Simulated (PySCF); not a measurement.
CuH2O2, SMILES [OH][Cu][OH] (connectivity only; charge and spin as stated), neutral, multiplicity 2. Geometry: PBE0-D3(BJ)/def2-TZVP. The multiplicity is an assumed one; other spin states were not compared. Other conformers were not sampled.

All values below come from PySCF 2.14.0 with PBE0-D3(BJ)/def2-TZVP.

Harmonic wavenumbers (cm⁻¹): 113, 197, 493, 617, 687, 729, 776, 3879, 3882. Rotational constants (GHz): 373.7, 4.741, 4.681; symmetry number 2.

Problem. Work out the zero-point energy and the ideal-gas rigid-rotor harmonic-oscillator thermochemistry at 298.15 K and 1 atm.

Solution. ZPE = ½ Σ hcν = ½ × 11373 cm⁻¹ = 68.03 kJ/mol. H − E(el) = 83.09 kJ/mol. Entropy in J/(mol K): translation 165.87, rotation 82.89, vibration 30.52, spin 5.76, total 285.05. G − E(el) = -1.90 kJ/mol. Cp = 68.25 J/(mol K). Modes under 150 cm⁻¹ make the vibrational entropy uncertain.
